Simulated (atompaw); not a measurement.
**What one change does to a pseudopotential (rhenium (Re), PAW (atompaw))**

| Property | Result |
| --- | --- |
| Element | rhenium (Re) |
| Generator | atompaw 4.2.0.5 |
| Type | PAW |
| Functional | LDA (PW92) |
| Relativity | scalar-relativistic |
| Frozen core | [Kr] 4d10 4f14 |
| Valence charge | 15 |
| Reference configuration | 5s2 5p6 5d5 6s2 6p0 |
| Partial waves | 5s (bound): rc 1.15 bohr; 6s (bound): rc 2.85 bohr; 5p (bound): rc 1.80 bohr; 6p (bound, empty): rc 2.85 bohr; 5d (bound): rc 2.85 bohr; 5d channel at -0.05 Ry: rc 2.85 bohr |
| Local potential | vpsmatchnc scheme with l = 3 at 1 Ry, radius 2.75 bohr |
| Core correction | smooth core density matched at 1.50 bohr |
| Augmentation charge | sinc compensation charge, radius 2.75 bohr; PAW radius 2.85 bohr; waves and projectors: custom polynom2 7 10 vanderbiltortho |

Change: local potential vpsmatchnc scheme with l = 3 at 1 Ry, radius 1.24 bohr.

Cutoffs: the cutoffs (Ry, on a coarse ladder) from which the occupation-weighted sum of valence levels, in a spherical-Bessel basis at the reference potential, stays within 10 and 1 mRy of its value at 400 Ry; they do not see the model core or the augmentation charge, which bear on the density cutoff.

What does the change do?

The potential gets harder (35 Ry and 110 Ry → 45 Ry and 180 Ry); the bound ghosts move from p to d, p, s; the range in which the p phases agree widens (upper end 0.2 → 3.2). A state that the projectors do not describe sees the local part alone, so a deeper or shallower local part can create or remove a ghost.

```csv
quantity,base,changed
"cutoff, loose",35 Ry,45 Ry
"cutoff, tight",110 Ry,180 Ry
loose cutoff by channel (10 mRy a level),"s 18 Ry, p 21 Ry, d 12 Ry","s 25 Ry, p 18 Ry, d 12 Ry"
bound ghosts,p,"s, d, p"
s: phases at 2.86 bohr within 0.05 rad from the reference energy up to (Ry; the scan ends near 5),0.7,0.8
p: phases at 2.86 bohr within 0.05 rad from the reference energy up to (Ry; the scan ends near 5),0.2,3.2
d: phases at 2.86 bohr within 0.05 rad from the reference energy up to (Ry; the scan ends near 5),1.8,1.6
lowest overlap eigenvalue by channel,"s 0.33, p 0.51, d 0.93","s 0.19, p 0.47, d 0.93"
```

 A true bound ghost makes a file unfit for plane-wave use even where its test errors are small: the radial tests pick states by their node count and pass the ghost by. The cutoffs see the waves, projectors and local potential, not the compensation charge or the core.
